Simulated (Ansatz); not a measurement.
`[CH3][Hf]([Cl])([Cl])[Cl]` + H₂Se → `[Cl][Hf]([Cl])([Cl])[SeH]` + CH₄ at 700 K and 1 bar (ligand exchange at the Hf–C bond).

Isolated molecules relaxed with PBE0-D4/def2-TZVP in Ansatz; ΔE leaves out vibrations. CBS: MP2 limit from def2 TZ/QZ plus the TZ coupled-cluster correction, frozen cores. This one scheme is used for every species. def2 core potentials past Kr. For Hf, Se outer-core shells are correlated without core-valence functions, which leaves a few kJ/mol of doubt a bond. Scalar relativity is left out up to krypton. One conformer a species, not always the lowest.

| species | CCSD(T)/CBS energy (Eh) | H − E (kJ/mol) | S (J/(mol·K)) |
| --- | --- | --- | --- |
| `[CH3][Hf]([Cl])([Cl])[Cl]` | -1467.33267 | 178.4 | 512.6 |
| H₂Se | -2401.89790 | 61.1 | 251.1 |
| `[Cl][Hf]([Cl])([Cl])[SeH]` | -3828.82210 | 103.4 | 530.9 |
| CH₄ | -40.46206 | 145.9 | 224.0 |

H − E and S are ideal-gas, rigid-rotor, harmonic terms from PBE0-D4/def2-TZVP, for one conformer and one mirror image of each species. 1 Eh = 2625.50 kJ/mol, R = 8.31446 J/(mol·K).

Question: By hand: ΔE, ΔH, ΔS and ΔG.

Answer: ΔE = (-3828.82210) + (-40.46206) − (-1467.33267) − (-2401.89790) = -0.05359 Eh = -140.7 kJ/mol. Δ(H − E) = 103.4 + 145.9 − 178.4 − 61.1 = 9.8, so ΔH = -130.9 kJ/mol. ΔS = 530.9 + 224.0 − 512.6 − 251.1 = -8.8 J/(mol·K). ΔG = -130.9 − 700 × (-8.8)/1000 = -124.7 kJ/mol.

Question: By hand: the equilibrium constant, and the temperature at which ΔG would vanish if ΔH and ΔS stayed fixed.

Answer: log₁₀ K = −ΔG/(RT ln 10) = 9.3. ΔG = 0 at ΔH/ΔS = 14875 K, far beyond where these terms or the molecules hold.

The number of gas molecules stays the same, so ΔS is small and ΔH decides. A doubt of 5 kJ/mol in ΔE shifts log₁₀ K by 0.4 here. Other conformers and mirror images would add mixing entropy, several J/(mol·K) or more a flexible species. These are equilibria of isolated gas molecules and say nothing of rates. Largest T1 diagnostic: 0.014 (customary marks: 0.02 for closed shells, 0.045 for open ones).
